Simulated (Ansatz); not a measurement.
The same path of CH5FGe (8 atoms, charge 0, multiplicity 1) was run twice with different band settings. Lost on the way: Ge1–F2, Ge1–H3. Made: F2–H3.

The calculation used RKS PBE-D4/def2-SVP in Ansatz 0.2.0.

Relaxed end points:

```xyz
8
Properties=species:S:1:pos:R:3
Ge 0.216 0.031 0.048
F -0.020 -0.080 1.795
H 1.745 0.197 -0.168
C -0.804 1.575 -0.575
H -1.882 1.430 -0.368
H -0.458 2.492 -0.059
H -0.663 1.705 -1.666
H -0.305 -1.309 -0.540
```

```xyz
8
Properties=species:S:1:pos:R:3
Ge 0.041 -0.219 -0.697
F 1.331 0.265 1.251
H 1.971 -0.097 0.648
C -0.943 1.530 -0.714
H -1.885 1.392 -1.289
H -1.235 1.827 0.314
H -0.358 2.342 -1.185
H -1.092 -0.999 0.139
```

Common settings: movable images 7; climbing image yes; spring 5.0 eV/Å²; start path through a guess of the saddle point; force threshold 0.05 eV/Å; iteration limit 60; end points relaxed.

| run | optimiser | largest step |
| --- | --- | --- |
| 1 | quadratic models (default) | default |
| 2 | fire | 0.5 Å |

**Question.** What does each run give, and how far can it be trusted?

**Answer.** Run 1: converged after 19 iterations, highest image 2.353 eV above the first end. Neighbouring images differ by up to 1.8 eV, so the band resolves the path poorly. A vibrational analysis at the climbing image gives one clearly imaginary mode, 1023i cm⁻¹: a first-order saddle point.
Run 2: converged after 40 iterations, highest image 2.373 eV above the first end. The order of the stationary point at the top wasn't checked.
The orbitals stay closed-shell, which can raise the energy where a bond breaks towards radicals; this wasn't checked here.
